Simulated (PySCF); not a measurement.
Polarisability and C₆ of Hf⁺ (hafnium, charge +1)

[Xe] 4f14 5d1 6s2, 2D determinant. All numbers are calculated (PySCF 2.14, scalar relativity by spin-free X2C-1e, in x2c-TZVPPall with one added diffuse shell each of s, p, d, f type (12s8p8d4f1g, 113 functions)). Coupled (time-dependent) response in atomic units; α is the mean over directions.

| method | mean α (bohr³) | α xx, yy, zz | C₆ (like pair) | S(−4) |
| --- | --- | --- | --- | --- |
| TPSS | 54.69 | 53.91, 53.91, 56.25 | 536.3 | 1278 |

S(−4) is the Cauchy moment in α(ω) = α(0) + S(−4) ω² + …

Spin-orbit coupling is absent.

α(iu) at TPSS:

```tsv
u (hartree)	α(iu) (bohr³)
0	54.69
0.0500	51.71
0.100	44.73
0.200	30.25
0.300	20.82
0.500	11.79
0.750	7.293
1.00	5.155
1.50	3.093
2.00	2.088
3.00	1.131
5.00	0.4763
```

For an ion, C₆ is the dispersion term alone; charge-induced terms of lower order in 1/R come first.

The components differ because the open shell of this determinant is not spherical; for a pure term their mean is the scalar polarisability.

⟨L²⟩ = 8.57 against 6 for a pure D term, so this real determinant mixes terms. Spin-orbit coupling, absent here, splits the open shell strongly. ⟨S²⟩ = 1.40 against 0.75 shows spin contamination. The s, p, d and f populations moved away from the nominal configuration during the SCF.
